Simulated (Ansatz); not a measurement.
Nd(NH2)3 (NdN3H6). Charge 0, multiplicity 4. Geometry PBE-D4/def2-SVP; atoms count from 1.

Cartesian coordinates in Å:
```
Nd -0.113 -0.117 -0.335
N 1.897 0.657 -0.931
H 2.791 0.155 -1.039
H 2.143 1.655 -1.021
N -1.741 1.368 0.042
H -2.536 1.234 0.687
H -1.810 2.352 -0.258
N -0.215 -2.087 0.716
H 0.601 -2.663 0.974
H -1.018 -2.553 1.165
```

In the def2 sets Nd takes a core potential; there is no spin–orbit coupling. With an open 4f shell the SCF may have ended on a state above the lowest.

Problem. Estimate the Mulliken populations from the PBE0/def2-TZVP orbitals of Ansatz.

Solution. 
| atom | charge (e) | spin (α − β) | d electrons |
| --- | --- | --- | --- |
| Nd1 | 1.51 | 3.08 | 11.09 |
| N2 | -0.95 | -0.03 | – |
| H3 | 0.22 | 0.00 | – |
| H4 | 0.22 | 0.00 | – |
| N5 | -0.95 | -0.03 | – |
| H6 | 0.22 | 0.00 | – |
| H7 | 0.22 | 0.00 | – |
| N8 | -0.95 | -0.03 | – |
| H9 | 0.22 | 0.00 | – |
| H10 | 0.22 | 0.00 | – |
Mulliken values depend strongly on the basis.

Problem. Where does the spin sit?

Solution. Summed by element: Nd 3.08, N -0.09, H 0.01, of 3 unpaired in all. Largest on single atoms: Nd1 3.08, N5 -0.03, N2 -0.03.

Problem. And the Mayer bond orders between heavy atoms (over 0.3)?

Solution. Nd1–N2 0.81 (2.23 Å); Nd1–N5 0.81 (2.23 Å); Nd1–N8 0.81 (2.23 Å).
